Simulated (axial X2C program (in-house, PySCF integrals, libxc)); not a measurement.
**TiF⁻: from the spin-free to the two-component result**

Computed with an in-house all-electron X2C program for linear molecules (integrals from PySCF). Spin-free means the one-electron spin-free X2C Hamiltonian; two-component (2c) means X2C with spin–orbit coupling and atomic mean-field two-electron Coulomb and Gaunt terms, so the difference of the two also holds small scalar two-electron terms. Basis: Ti dyall-acv3z [11s11p7d4f2g], F dyall-av3z [7s6p3d2f] (cores contracted in-house); Gaussian nuclei, density fitting, unrestricted open shells. Masses: Ti 47.948 u, F 18.998 u.

Spin-free state: M_S = 1, Λ = 0 (beyond evenly filled blocks: δ+α, δ-α); fragments Ti + F-.

```tsv
level	Re (Å)	ωe (cm⁻¹)	De (eV)	μ (D)
PBE0	1.816	627.7	3.711	4.13
```

Dipoles are positive if F is the positive end and refer to the centre of mass.

Two-component determinant lowest at the distance of the search:

Ω = 1 (⟨Sz⟩ = 1.00, ⟨Lz⟩ = 0.00 at PBE0); fragments Ti + F-.

```json
{"level": "PBE0", "Re (Å)": "1.816", "ωe (cm⁻¹)": "627.7", "μ (D)": "4.14"}
```

**Question.** From the two tables, how do the constants change at the PBE0 level (2c against spin-free)?

**Answer.** At the PBE0 level Re is unchanged within 0.001 Å and ωe stays the same within 0.2 cm⁻¹.

The state is one determinant whose occupation by symmetry is held fixed; it was picked as the lowest of a PBE0 search that is not exhaustive. De is counted from the lowest determinant-based energies of the atoms at the same level, without counterpoise correction. De is not given where an atomic determinant may have missed its ground term or J level, or where the truncated virtual space spoils (T). Density functionals use the spin component along the axis (collinear). PBE0 can misorder states that lie within some tenths of an eV, so this need not be the ground state of the molecule. The nearest other spin-free determinant of the search, M_S = 1, Λ = 3, lies 0.22 eV up at the distance of the search. The functionals have no current-density term, which raises determinants with orbital currents, atoms included. With several unpaired electrons one determinant need not be a pure state. Open-shell Ω = 0 determinants with evenly filled partner blocks cannot be reached by this program, so the Ω shown need not be the lowest component. The highest occupied level of some functionals is positive through self-interaction error; at Hartree–Fock it is bound. The determinant is spin-polarised beyond a pure state at some levels (its spin-free form has ⟨S²⟩ too high), which makes Re and μ there less reliable.
